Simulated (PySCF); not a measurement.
Stepwise substitution at one centre (Ga F-SH). Gas-phase values, no solvent. One relaxed conformer stands for each flexible species; it need not be the lowest. Strings in code marks are SMILES.

The numbers are results of PySCF with CAM-B3LYP-D3(BJ)/def2-TZVP, not measurements. Delta-SCF ions had no search for a lower state. Excitations are Tamm–Dancoff values on a coarser integration grid. The basis has no diffuse functions, so Rydberg states are missing or too high.

| species | vertical ionisation energy (Delta-SCF) (eV) | S1–T1 gap (TDA) (eV) | S1 oscillator strength |
|---|---|---|---|
| 0 of 3 F replaced by SH (`[F][Ga]([F])[F]`) | 14.85 | 0.41 | 0.000 |
| 1 of 3 F replaced by SH (`[Ga]([F])([F])[SH]` (F–Ga–S–H torsion 0°)) | 11.11 | (withheld) | 0.024 |
| 2 of 3 F replaced by SH (`[SH][Ga]([F])[SH]` (S–Ga–S–H torsion -180°, S–Ga–S–H torsion -180°)) | 10.19 | (withheld) | (withheld) |
| 3 of 3 F replaced by SH | 9.80 | 0.35 | 0.000 |

Task: Fill in the missing entries.

Result: 
- 1 of 3 F replaced by SH (`[Ga]([F])([F])[SH]` (F–Ga–S–H torsion 0°)), S1–T1 gap (TDA) (eV): 0.47
- 2 of 3 F replaced by SH (`[SH][Ga]([F])[SH]` (S–Ga–S–H torsion -180°, S–Ga–S–H torsion -180°)), S1–T1 gap (TDA) (eV): 0.37
- 2 of 3 F replaced by SH (`[SH][Ga]([F])[SH]` (S–Ga–S–H torsion -180°, S–Ga–S–H torsion -180°)), S1 oscillator strength: 0.000
